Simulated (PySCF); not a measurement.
Relaxation of singlet Ag₂S

Method: PySCF, PBE0, basis S def2-TZVP, Ag def2-TZVP with ECP28 (scalar-relativistic core potentials, no spin–orbit coupling, density fitting). A (50,194) grid was used.

A hand-made linear start, of D∞h symmetry, held to at least that symmetry:

```xyz
3
charge 0 multiplicity 1, angstrom
S     0.0000    0.0000    0.0000
Ag    0.0000    0.0000    2.3100
Ag    0.0000    0.0000   -2.3100
```

Problem. What forces act on the atoms at the start (eV/Å)?

Solution. 
| atom | Fx | Fy | Fz |
| --- | --- | --- | --- |
| S1 | 0.00 | 0.00 | 0.00 |
| Ag2 | 0.00 | 0.00 | -0.43 |
| Ag3 | 0.00 | 0.00 | 0.43 |

Problem. What does it relax to?

Solution. It ends at D∞h with S–Ag 2.268 Å (×2); Ag–S–Ag 180.0° (after a last refinement on a finer grid). A frequency run shows 2 imaginary modes (one degenerate set), down to 142i cm⁻¹, so it is a higher-order saddle point.

Problem. How much energy is released, and in how many steps?

Solution. 1.8 kJ/mol in 3 steps.

The relaxation took roughly 23 core-seconds on a shared host.
